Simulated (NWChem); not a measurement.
Molecule: C$_{4}$H$_{4}$F$_{2}$; SMILES CC#CC(F)F

```xyz
10

C      2.8898     0.5847     0.0221
C      1.4446     0.3936    -0.0235
C      0.2492     0.2228    -0.0560
C     -1.2013     0.0704    -0.1144
F     -1.7008    -0.2459     1.1205
F     -1.5434    -0.9429    -0.9692
H      3.1860     1.1183     0.9328
H      3.2377     1.1686    -0.8381
H      3.4142    -0.3778     0.0105
H     -1.7090     0.9797    -0.4560
```
Atoms are numbered in this order, from 1.

Results from NWChem. Pople sets run with spherical d functions. Coordinates come from a B3LYP/6-31G* (spherical d) optimisation. Level: B3LYP/6-31G* with SMD (1 M gas to 1 M solution), gas-phase geometry.

### Question
What does the run give for solvent water? Quantities: solvation free energy (kcal/mol); cavity-dispersion-structure term (kcal/mol); dipole in solution (D).

### Answer
```
Property                                     Result
-------------------------------------------  ------
solvation free energy (kcal/mol)               -0.8
cavity-dispersion-structure term (kcal/mol)     4.4
dipole in solution (D)                         3.56
```
